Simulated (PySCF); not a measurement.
## TiF: from constants to spectrum

PBE0 constants of TiF, ⁴Σ⁻ (quartet), unpaired electrons σ ↑, δ ↑↑ (Ti def2-TZVP, F def2-TZVP; no relativity (PySCF 2.14); masses 47.9479 and 18.9984 u):

```
ωe              : 717.3 cm⁻¹
ωexe            : 3.76 cm⁻¹
Be              : 0.39508 cm⁻¹
αe              : 0.00282 cm⁻¹
D (centrifugal) : 4.79e-07 cm⁻¹
```

**Question.** Give the vibrational terms G(v) and spacings up to v = 6.

**Answer.** G(v) = ωe(v+½) − ωexe(v+½)².

| v | G(v) (cm⁻¹) | G(v) − G(v−1) | Bv (cm⁻¹) |
| --- | --- | --- | --- |
| 0 | 358 |  | 0.3937 |
| 1 | 1067 | 710 | 0.3908 |
| 2 | 1770 | 702 | 0.3880 |
| 3 | 2464 | 695 | 0.3852 |
| 4 | 3152 | 687 | 0.3824 |
| 5 | 3831 | 680 | 0.3796 |
| 6 | 4504 | 672 | 0.3767 |

De is left out where the level can put another filling of the metal’s s and d shells below the measured ground configuration, by anything from nothing to about 1 eV. With d or f electrons several states lie close, and the lowest PBE0 determinant need not be the measured ground state.
